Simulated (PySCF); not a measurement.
## Core-level binding energies of `F[C@H]1CSBS1`

Species: C2H4BFS2.
Atom-mapped SMILES: `[F:1][C@H:2]1[CH2:3][S:4][BH:5][S:6]1`

Theory: delta-SCF UKS SCAN, pcX-2 on the ionised atom, pcseg-1 elsewhere, spin-free X2C in PySCF. These are vertical core ionisation energies against the vacuum level, from separate self-consistent calculations with and without the core hole.

Question: Give the core binding energies atom by atom.

Answer: 
```tsv
atom(s)	bonded to	level	binding energy (eV)	above the level's lowest (eV)	count
B5	2 S and H	B 1s	196.22	0.00	1
C3	S, C and 2 H	C 1s	292.02	0.00	1
C2	F, S, C and H	C 1s	294.05	+2.03	1
F1	C	F 1s	692.77	0.00	1
S6	C and B	S 1s	2477.33	0.00	1
S4	C and B	S 1s	2477.35	+0.02	1
```

Lowest listed C 1s: C3, bonded to S, C and 2 H. Highest, 2.03 eV above it: C2, bonded to F, S, C and H.

The 2 S 1s values lie within 0.02 eV of each other; Gaussian lines of 0.5 eV full width would blend them into one maximum.

Question: Which photon energy gives electrons from B 1s of B5 a kinetic energy of 150 eV, and what is their de Broglie wavelength?

Answer: hν = 196.22 + 150 = 346.22 eV, recoil neglected; λ = 12.264 Å/√(E/eV) = 1.00 Å.

Question: Give the binding energy of B 1s of B5 in hartree and in kJ/mol.

Answer: 196.22 eV = 7.2110 Eh = 18932 kJ/mol.

Not every level is listed. One conformer (not necessarily the lowest) at the PBE0-D3(BJ)/def2-SVP geometry, without solvent, vibrations or thermal averaging.
